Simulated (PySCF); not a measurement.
Which level of theory gave which numbers?

Species: C3H7FSi2.
SMILES: `C#C[SiH2]C[SiH2]F`

The closed-shell ground state was solved 7 times with PySCF (density fitting, gas phase), always in the pcSseg-1 basis (151 functions), with these functionals: B97-2, BHandHLYP, CAM-B3LYP, HF, LC-wPBE, LDA and PBE0. The structure is a single PBE0-D3(BJ)/def2-SVP conformer in the gas phase; no vibrational or solvent corrections.

```json
{"row": "P", "total energy (Eh)": "-797.0059", "HOMO (eV)": "-11.04", "LUMO (eV)": "2.09", "dipole (D)": "1.99"}
{"row": "Q", "total energy (Eh)": "-794.9397", "HOMO (eV)": "-10.96", "LUMO (eV)": "3.31", "dipole (D)": "2.18"}
{"row": "R", "total energy (Eh)": "-793.2682", "HOMO (eV)": "-7.16", "LUMO (eV)": "-1.34", "dipole (D)": "1.95"}
{"row": "S", "total energy (Eh)": "-797.2113", "HOMO (eV)": "-9.30", "LUMO (eV)": "0.85", "dipole (D)": "2.08"}
{"row": "T", "total energy (Eh)": "-797.2749", "HOMO (eV)": "-7.99", "LUMO (eV)": "-0.20", "dipole (D)": "1.99"}
{"row": "U", "total energy (Eh)": "-796.8334", "HOMO (eV)": "-8.25", "LUMO (eV)": "-0.18", "dipole (D)": "2.00"}
{"row": "V", "total energy (Eh)": "-797.2505", "HOMO (eV)": "-9.58", "LUMO (eV)": "0.95", "dipole (D)": "1.99"}
```

Which functional belongs to which row?

P = LC-wPBE, Q = HF, R = LDA, S = BHandHLYP, T = B97-2, U = PBE0, V = CAM-B3LYP. By rising HOMO–LUMO gap: LDA (LDA) 5.82 eV; B97-2 (global hybrid, 21 % exact exchange) 7.79 eV; PBE0 (global hybrid, 25 % exact exchange) 8.07 eV; BHandHLYP (global hybrid, 50 % exact exchange) 10.15 eV; CAM-B3LYP (range-separated hybrid) 10.53 eV; LC-wPBE (range-separated hybrid) 13.13 eV; HF (all exact exchange) 14.27 eV. Total energies of different functionals aren't bounds to one another; each is stationary for its own functional.

Shape of the structure used: `[CH:1]#[C:2][SiH2:3][CH2:4][SiH2:5][F:6]`: C2–Si3–C4–Si5 -58°, Si3–C4–Si5–F6 -56°.
